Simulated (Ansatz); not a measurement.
```xyz
2

Fe    0.0000    0.0000    0.0000
Fe    0.0000    0.0000    3.0300
```

Basis set: pcseg-2 (spherical functions). Charge 0, multiplicity 9.

Computed with Ansatz (development build ahead of 0.2.0); each method stands on the lowest determinant of its kind that the runs found.

The atomization energy at this shape (free ground-state atoms in the same class of orbitals less the molecule, no zero-point energy) of nonet Fe2:

| method | atomization energy |
| --- | --- |
| PBE (unrestricted) | 1.20 eV |
| PBE0 (unrestricted) | 0.55 eV |

Task: What does UHF give?

Result: -0.36 eV. Caution: another spin multiplicity may lie lower.

The shape needn't be a minimum at these levels.
